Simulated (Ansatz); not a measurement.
Geometry optimisation, RKS PBE-D4/def2-SVP in Ansatz 0.2.0.

Input:

```yaml
crystal:
  periodic: [false, false, false]
  atoms:
    - { symbol: W, position_ang: [0.0, 0.0, 0.0] }
    - { symbol: Cl, position_ang: [0.0, 0.0, 2.39] }
    - { symbol: H, position_ang: [1.72, 0.0, 0.0] }
    - { symbol: F, position_ang: [0.0, 1.85, 0.0] }
    - { symbol: H, position_ang: [-1.72, 0.0, 0.0] }
    - { symbol: H, position_ang: [0.0, -1.72, 0.0] }
    - { symbol: H, position_ang: [0.0, 0.0, -1.72] }
basis:
  gaussian: { orbitals: def2-SVP }
hamiltonian:
  xc: pbe
  dispersion: d4
relax:
  f_tol: 0.02
  max_steps: 40
```

Launched with:

```bash
$ ansatz run input.yaml --threads 1 --pin off --max-ram 2048MiB --backend cpu --events-out ev --progress --plain --runs-dir out
```

Where does it end, and by what steps?

It converged. After 10 steps the energy has fallen by 3.939 eV; W1 moved furthest, 0.53 Å.

```
step  energy less start (eV)  largest force component (eV/Å)  accepted
   0                  0.0000                           5.833       yes
   1                 -1.5897                           1.805       yes
   2                 -2.6155                           2.518       yes
   3                 -3.5049                           1.781       yes
   4                 -3.8771                           0.875       yes
   5                 -3.9311                           0.167       yes
   6                 -3.9377                           0.089       yes
   7                 -3.9381                           0.065       yes
   8                 -3.9390                           0.040       yes
   9                 -3.9393                           0.072       yes
  10                 -3.9394                           0.005       yes
```

```xyz
7
Properties=species:S:1:pos:R:3
W 0.000 0.369 0.378
Cl 0.000 -0.490 2.505
H 1.422 -0.209 -0.296
F 0.000 2.075 -0.445
H -1.422 -0.209 -0.296
H 0.000 -1.287 0.052
H 0.000 -0.119 -1.227
```

The run took 49 s on 1 thread of Arm Neoverse V2 (shared host), peak memory 0.16 GiB.
